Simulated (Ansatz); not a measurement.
Pulling on the O2–H3 bond in HNaO (SMILES [OH][Na]) (multiplicity 1 held, fragments rigid). Energies count from the point at 0.954 Å.
Geometry at that point (charge 0, multiplicity 1):
```tsv
atom	x (Å)	y (Å)	z (Å)
Na	0.0000	0.0000	-0.9173
O	0.0000	0.0000	1.0151
H	0.0000	0.0000	1.9693
```

Restricted levels (R-, RO-) in cc, def2 and unpolarised 6-31G sets keep to the state of the molecule at rest. Full CI gives the lowest state of the spin. Curves can end on different states.

Cores are frozen in the correlated methods.

The values were computed with Ansatz (a first-principles code) with Gaussian orbitals. Each number belongs to the level named beside it.

### Question
Estimate the energy at R = 3.054 Å that R-HF/6-31G returns for this input.

### Answer
843 kJ/mol

### Question
Estimate the energy at R = 3.054 Å that FCI/6-31G returns for this input.

### Answer
428 kJ/mol

### Question
Estimate the energy at R = 3.054 Å that R-MP2/6-31G returns for this input.

### Answer
648 kJ/mol

Doubts at one or more of the structures used: a restricted determinant that unrestricted orbitals would lower (R-HF/6-31G, R-MP2/6-31G).
